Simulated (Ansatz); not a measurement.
`C[BH][SbH2]` + H₂Te → `[SbH2][TeH]` + `BC` at 500 K and 1 bar (cleavage of the Sb–B bond).

Program: Ansatz. Geometries: PBE0-D4/def2-TZVP. ΔE: electronic, gas phase. CCSD(T)/CBS is the MP2 limit (def2-TZVPP, def2-QZVPP) plus CCSD(T) − MP2 in def2-TZVPP, frozen cores. This one scheme is used for every species. Elements past krypton have def2 core potentials. For Sb, Te outer-core shells are correlated without core-valence functions, which leaves a few kJ/mol of doubt a bond.

| species | CCSD(T)/CBS energy (Eh) | H − E (kJ/mol) | S (J/(mol·K)) |
| --- | --- | --- | --- |
| `C[BH][SbH2]` | -306.44336 | 201.4 | 379.4 |
| H₂Te | -268.91024 | 48.9 | 247.6 |
| `[SbH2][TeH]` | -509.54647 | 82.7 | 350.4 |
| `BC` | -65.83255 | 172.2 | 281.8 |

H − E and S are ideal-gas, rigid-rotor, harmonic terms from PBE0-D4/def2-TZVP, for one conformer and one mirror image of each species. 1 Eh = 2625.50 kJ/mol, R = 8.31446 J/(mol·K).

Question: By hand: ΔE, ΔH, ΔS and ΔG.

Answer: ΔE = (-509.54647) + (-65.83255) − (-306.44336) − (-268.91024) = -0.02542 Eh = -66.7 kJ/mol. Δ(H − E) = 82.7 + 172.2 − 201.4 − 48.9 = 4.6, so ΔH = -62.1 kJ/mol. ΔS = 350.4 + 281.8 − 379.4 − 247.6 = 5.2 J/(mol·K). ΔG = -62.1 − 500 × (5.2)/1000 = -64.7 kJ/mol.

Question: By hand: the equilibrium constant, and the temperature at which ΔG would vanish if ΔH and ΔS stayed fixed.

Answer: log₁₀ K = −ΔG/(RT ln 10) = 6.8. ΔH and −TΔS have one sign here, so there is no such temperature.

The number of gas molecules stays the same, so ΔS is small and ΔH decides. A doubt of 5 kJ/mol in ΔE shifts log₁₀ K by 0.5 here. Other conformers and mirror images would add mixing entropy, several J/(mol·K) or more a flexible species. These are equilibria of isolated gas molecules and say nothing of rates. Largest T1 diagnostic: 0.014 (customary marks: 0.02 for closed shells, 0.045 for open ones).

ΔS is within the doubt of such terms, so its sign, and with it that verdict, could turn.
